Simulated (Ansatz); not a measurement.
H3Cl3HfOSi, singlet, at a GFN2-xTB geometry (such geometries of metal compounds can be far from the true shape) (core potentials on Hf); PBE/def2-SVP (Ansatz, a program for electronic structure).

Here is a job for Ansatz.
Ansatz 0.2 input:
```yaml
crystal:
  periodic: [false, false, false]
  atoms:
    - {symbol: Hf, position_ang: [0.16198422, 0.08986631, 0.15434697]}
    - {symbol: Cl, position_ang: [1.67669179, 1.12473129, 1.46639015]}
    - {symbol: Cl, position_ang: [-0.93563556, -1.30710791, 1.53279462]}
    - {symbol: Cl, position_ang: [-1.24341668, 1.69597803, -0.55096803]}
    - {symbol: O, position_ang: [0.65066792, -0.87100724, -1.35901133]}
    - {symbol: Si, position_ang: [-0.43731869, -1.45667371, -2.41454629]}
    - {symbol: H, position_ang: [-1.74287364, -1.54049122, -1.70426651]}
    - {symbol: H, position_ang: [0.05106640, -2.77486407, -2.80862422]}
    - {symbol: H, position_ang: [-0.51381059, -0.52475309, -3.54403733]}
basis:
  gaussian:
    orbitals: def2-SVP
hamiltonian:
  xc: pbe
```

Output, abridged:

```
Functional definition: PBE
1412 factors; their error is unknown
mean field evaluation 1: about -48812.8525 eV, gradient 6.1e1 eV
mean field evaluation 2: about -48743.5037 eV, gradient 1.9e2 eV
mean field evaluation 4: about -48819.4004 eV, gradient 1.3e1 eV
mean field evaluation 8: about -48819.8475 eV, gradient 2.8e-1 eV
mean field evaluation 16: about -48819.7285 eV, gradient 3.0e-4 eV
mean field -48819.72847644 eV, -1794.0919303087 hartree, gradient 6.9e-5 eV, S^2 0.000000; 0 other end points of the search recorded, 0 dependent functions left out
reference -48819.72855089 eV, -1794.0919330448 hartree; 44, 44 occupied and 89, 89 virtual orbitals, 1412 factors
Total energy: -48819.72855089 eV, -1794.0919330448 hartree
```
